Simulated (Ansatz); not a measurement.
Basis-set extrapolation for CH₇FN₂Si, SMILES `NC[SiH](N)F` (PBE0-D4/def2-TZVP geometry, frozen core, the Gaussian-basis code of Ansatz). Multiplicity 1, RHF reference.

```csv
,def2-TZVPP,def2-QZVPP
HF,-539.440652,-539.462443
MP2 correlation,-0.975973,-1.052510
CCSD(T) correlation,-1.047951,not run
```

Energies in hartree. Use E(X) = E(∞) + A·exp(−7.88·√X) for Hartree–Fock and E(X) = E(∞) + B·X^(−2.97) for correlation, with X = 3 and 4, and add CCSD(T) minus MP2 of the smaller set to the MP2 limit.

Task: What is the CCSD(T) energy at the basis-set limit?

Result: HF limit: -539.462443 + (-0.021791) × 0.13774 = -539.46544. MP2 limit: -1.052510 + (-0.076537) × 0.74074 = -1.10920. Higher-order term: -1.047951 − (-0.975973) = -0.07198. Total: -540.64662 hartree, 4.30 eV below CCSD(T)/def2-TZVPP.
